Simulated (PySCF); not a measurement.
Species: C3H6N2Si3.
SMILES: `N#C[Si]1(C#N)[SiH2]C[SiH2]1`

Computed, not measured: TDDFT PBE0/def2-SVPD, vertical, gas phase, core orbitals frozen in the response (PySCF). Isolated species at its GFN2-xTB geometry, gas phase.

Orbital energies (eV): HOMO-3 -9.98, HOMO-2 -9.44, HOMO-1 -9.18, HOMO -8.43, LUMO -2.21, LUMO+1 -1.67, LUMO+2 -1.53.

Lowest singlets, with some entries withheld (?).

```json
{"state": "S1", "E (eV)": "4.90", "f": "?", "main configurations (H = HOMO, L = LUMO)": "H→L (98%)"}
{"state": "S2", "E (eV)": "5.74", "f": "?", "main configurations (H = HOMO, L = LUMO)": "H-1→L (96%)"}
{"state": "S3", "E (eV)": "5.76", "f": "?", "main configurations (H = HOMO, L = LUMO)": "H→L+2 (89%)"}
{"state": "S4", "E (eV)": "5.90", "f": "?", "main configurations (H = HOMO, L = LUMO)": "H-2→L (98%)"}
{"state": "S5", "E (eV)": "5.94", "f": "?", "main configurations (H = HOMO, L = LUMO)": "H→L+1 (86%)"}
{"state": "S6", "E (eV)": "6.19", "f": "?", "main configurations (H = HOMO, L = LUMO)": "H-1→L+1 (92%)"}
{"state": "S7", "E (eV)": "6.49", "f": "?", "main configurations (H = HOMO, L = LUMO)": "H→L+3 (74%), H-5→L (9%), H-2→L+2 (8%)"}
{"state": "S8", "E (eV)": "6.61", "f": "?", "main configurations (H = HOMO, L = LUMO)": "H-1→L+2 (83%)"}
```

Question: Supply the missing values.

Answer: 
- S1: f = 0.0000
- S2: f = 0.022
- S3: f = 0.075
- S4: f = 0.0001
- S5: f = 0.233
- S6: f = 0.0090
- S7: f = 0.0014
- S8: f = 0.033

Question: What is the mean static polarisability from the same response equations?

Answer: 124.0 au (18.38 Å³), with principal values 115.0, 118.3 and 138.9 au.

Question: How far apart are S1 and S5, in eV and cm⁻¹?

Answer: 5.941 − 4.896 = 1.045 eV, or about 8420 cm⁻¹.

Question: Where do the lowest triplets lie (Tamm–Dancoff)?

Answer: T1 4.30 eV, H→L (97%); T2 4.86 eV, H→L+1 (92%); T3 5.05 eV, H-1→L (94%). E(S1) − E(T1) = +0.60 eV.
